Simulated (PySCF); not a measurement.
Bi(H)2(OMe) (CH₅BiO), SMILES C[O][BiH2]. Atoms are numbered in the order given.

```xyz
8

Bi     0.0077     0.4400     0.0000
H     -1.2746     0.1958    -1.2743
H     -1.2746     0.1958     1.2743
O      0.6619    -1.5719     0.0000
C     -0.2894    -2.6005     0.0000
H     -0.9489    -2.5840     0.8932
H      0.2464    -3.5679     0.0000
H     -0.9489    -2.5840    -0.8932
```
Charge 0, spin multiplicity 1.

Geometry: B3LYP-D3(BJ)/def2-SVP. The def2 effective core potentials stand for the cores of Bi; spin–orbit coupling is left out.

Method: IEF-PCM-ωB97X/def2-SVP (PySCF 2.14.0).

The values are the electrostatic part of the solvation free energy, E(continuum) − E(gas) at the gas-phase geometry, in a cavity of scaled van der Waals radii (PySCF's table); cavitation and dispersion terms are not included. A continuum can't describe solvent molecules that bind to the metal. In vacuum the orbital gap is 10.42 eV. The dipole moment in vacuum is 2.00 D.

| solvent | ε | ΔG(elec) (kcal/mol) | dipole (D) | gap (eV) |
|---|---|---|---|---|
| water | 78.36 | -4.2 | 2.70 | 10.78 |
| diethylether | 4.24 | -2.8 | 2.46 | 10.66 |
| acetonitrile | 35.69 | -4.1 | 2.68 | 10.77 |
